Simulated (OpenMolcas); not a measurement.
What dynamic correlation does to the levels of Lu

```yaml
Program: OpenMolcas
Basis: ANO-RCC-VQZP [9s8p6d4f3g2h]
Scalar_Hamiltonian: DKH2, point nucleus
Active_space: 3 electrons in 6 orbitals (5d 6s)
State_averaging: 2S+1 = 2 even, 29 roots; 2S+1 = 4 even, 10 roots kept (CI in the orbitals of an earlier block)
Spin-orbit_coupling: RASSI with atomic mean-field integrals over the reference wave functions, term energies averaged over their components
```

Methods on the same reference wave functions:
A. CASSCF
B. SS-CASPT2, IPEA 0.25 Eh, imaginary shift 0.1 Eh (closed shells correlated: 5s 5p)
C. MS-CASPT2, IPEA 0.25 Eh, imaginary shift 0.1 Eh (closed shells correlated: 5s 5p)

Energies in cm⁻¹ above 5d 6s² ²D_3/2, the measured ground level; measured values from NIST Handbook of Basic Atomic Spectroscopic Data.

| Level | A | B | C | Measured |
| --- | --- | --- | --- | --- |
| 5d 6s² ²D_3/2 | 0.0 | 0.0 | 0.0 | 0.0 |
| 5d 6s² ²D_5/2 | 1829 | 1829 | 1902 | 1994 |
| 5d² 6s ⁴F_3/2 | 14365 | 16950 | 17280 | 18851 |
| 5d² 6s ⁴F_5/2 | 15039 | 17630 | 17960 | 19403 |
| 5d² 6s ⁴F_7/2 | 15987 | 18630 | 18970 | 20247 |
| 5d² 6s ⁴F_9/2 | 17143 | 19790 | 20120 | 21242 |
| 5d² 6s ⁴P_1/2 | 21545 | 22960 | 23300 | 21472 |
| 5d² 6s ⁴P_3/2 [62 %] | 21885 | 23050 | 23470 | 22468 |
| 5d² 6s ²D_3/2 [57 %] | 25531 | 23810 | 24370 | 24518 |
| 5d² 6s ²G_7/2 | 27004 | 27000 | 27330 |  |
| 5d² 6s ²G_9/2 | 27431 | 26730 | 27070 | 26671 |
| 5d² 6s ²F_7/2 [75 %] | 28549 | 25480 | 25810 |  |
| 5d² 6s ²P_1/2 | 28799 | 27530 | 27870 | 28793 |
| 5d² 6s ²P_3/2 | 29837 | 28530 | 28900 | 29938 |

Deviations, from unrounded energies. A percentage is the sum of absolute deviations over the sum of measured energies, with the sign that they share, or ± where signs differ.

```tsv
Against measurement	Levels	A	B	C
mean absolute deviation (cm-1)	11	1800	1100	990
fine structure of the ground term (%)	1	-8.2	-8.3	-4.6
other configurations (%)	10	±8.5	±5.2	±4.6
```

C lies closest to measurement on these levels and A furthest from it. The largest miss of C in the table is 5d² 6s ⁴P_1/2, by +1800 cm-1. The ranking rests on the paired levels alone, and a cruder setting can come out closer through cancelling errors.

Between B and C the level of the table that moves most is 5d² 6s ²D_3/2 [57 %], by 560 cm-1 (lowest in B, highest in C). Moves below CASPT2's spread within the term are not significant.

The mean deviations of B to C differ by less than CASPT2's widest spread within a term (1100 cm-1), so their order carries little weight.

The lowest spin-free term lies below A's lowest term by 0.250 hartree in B, 0.251 hartree in C.

Term energies are means over components that CASPT2 splits; among the terms shown or strongly mixed into the levels shown the widest spread is 1100 cm-1 (5d² 6s ²F, C). Terms from blocks run as CI alone lack orbitals of their own. A single d shell beside an s shell can misplace configurations of different d count against each other. The CASPT2 spread within a term exceeds the gap to the next term for 5d² 6s ²D and 5d² 6s ⁴P, so the order of their levels is uncertain, and so are names and mixing where such terms share a J (figures for B; the like holds for C). Without dynamic correlation excited terms often stand tens of per cent too high (terms of higher spin than the ground term too low), and those without a measured partner can miss by more than the paired ones (holds for A). Some levels mix across a computed gap that differs much from the measured one, so their mixing is not that of the real levels (holds for B; C). Computed and measured levels are paired by configuration, term and J; levels that our copy of the source lacks, or whose pairing is in doubt (as where it misses far off the trend of its configuration), stay unpaired and out of the deviations. Only configurations of the active space appear. Levels that lie high or do not pair safely by name in every column are left out.

A share in square brackets marks a mixed level and gives the weight of the term that names it, the lowest over the columns.
